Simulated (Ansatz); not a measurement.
ammonia (H3N), singlet, at a GFN2-xTB geometry; HF/def2-QZVP run with Ansatz (an electronic-structure program).

Here is a job for Ansatz.
Ansatz 0.2 input:
```yaml
crystal:
  periodic: [false, false, false]
  atoms:
    - {symbol: N, position_ang: [-0.00088861, 0.00220129, 0.11002386]}
    - {symbol: H, position_ang: [0.01587655, 0.93846578, -0.27548989]}
    - {symbol: H, position_ang: [0.81249024, -0.48875726, -0.24050098]}
    - {symbol: H, position_ang: [-0.82214652, -0.46511757, -0.25417613]}
basis:
  gaussian:
    orbitals: def2-QZVP.json
hamiltonian:
  xc: hf
```
The basis file holds def2-QZVP in the JSON format of the Basis Set Exchange.

The log (banner, timings and long lists left out):

```
Functional definition: HF
418 factors; their error is unknown
mean field evaluation 1: about -1528.0068 eV, gradient 3.2e1 eV
mean field evaluation 2: about -1529.3766 eV, gradient 1.7e1 eV
mean field evaluation 4: about -1529.9366 eV, gradient 2.7e-1 eV
mean field evaluation 8: about -1529.9434 eV, gradient 2.4e-1 eV
mean field -1529.94349429 eV, -56.2243863824 hartree, gradient 2.0e-5 eV, S^2 0.000000; 0 other end points of the search recorded, 0 dependent functions left out
reference -1529.94349429 eV, -56.2243863824 hartree; 5, 5 occupied and 142, 142 virtual orbitals, 418 factors
Total energy: -1529.94349429 eV, -56.2243863824 hartree
```
